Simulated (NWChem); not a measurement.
Molecule: C$_{2}$H$_{3}$BF$_{2}$; SMILES C=CB(F)F

```xyz
8

B     -0.0215     0.5188     0.0000
F     -0.7359     1.6310     0.0000
F      1.2943     0.6589     0.0000
C     -0.6878    -0.8791     0.0000
C      0.0436    -2.0020     0.0000
H     -1.7810    -0.9533     0.0000
H     -0.4099    -2.9988     0.0000
H      1.1383    -1.9639     0.0000
```
Atoms are numbered in this order, from 1.

Program: NWChem. Pople sets run with spherical d functions. The geometry was optimised at PBE0/def2-SVP.

For level Hartree-Fock/STO-3G:

```
Property                     Result
---------------------------  ------
highest occupied level (eV)   -9.00
orbital gap (eV)              15.38
dipole (D)                     1.04
```

Q: What are these values for level Hartree-Fock/6-31+G*?

A: highest occupied level (eV): -10.98
orbital gap (eV): 12.44
dipole (D): 2.35
